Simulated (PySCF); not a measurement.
C₂H₆Te, SMILES C[Te]C.

The structure is a stationary point at B3LYP-D3(BJ)/def2-SVP. The def2 effective core potentials stand for the cores of Te; spin–orbit coupling is left out.

The numbers are results of TDA-PBE/def2-SVPD (PySCF), not measurements.

Vertical excitations. The molecule is in vacuum. State labels are in the subgroup C2v.

```csv
state,symmetry,energy (eV),λ (nm),f,main pairs
S1,A2,3.44,361,0.000,HOMO→LUMO 100 %
S2,B2,4.33,287,0.000,HOMO→LUMO+1 95 %
S3,B2,4.61,269,0.063,HOMO→LUMO+2 99 %
S4,A1,5.36,231,0.031,HOMO→LUMO+3 99 %
S5,A2,5.44,228,0.000,HOMO→LUMO+4 100 %
S6,B2,5.73,216,0.013,HOMO→LUMO+5 92 %
S7,B1,6.29,197,0.035,"HOMO−1→LUMO 73 %, HOMO→LUMO+9 20 %"
S8,B2,6.50,191,0.190,HOMO→LUMO+6 92 %
S9,A2,6.56,189,0.000,HOMO→LUMO+7 100 %
S10,A1,6.72,185,0.000,"HOMO→LUMO+8 74 %, HOMO−1→LUMO+1 18 %"
T1,A2,2.97,417,0,HOMO→LUMO 100 %
T2,B2,3.78,328,0,HOMO→LUMO+1 99 %
T3,B2,4.45,279,0,HOMO→LUMO+2 99 %
T4,A1,5.17,240,0,HOMO→LUMO+3 100 %
```
Triplets are in the Tamm–Dancoff approximation.
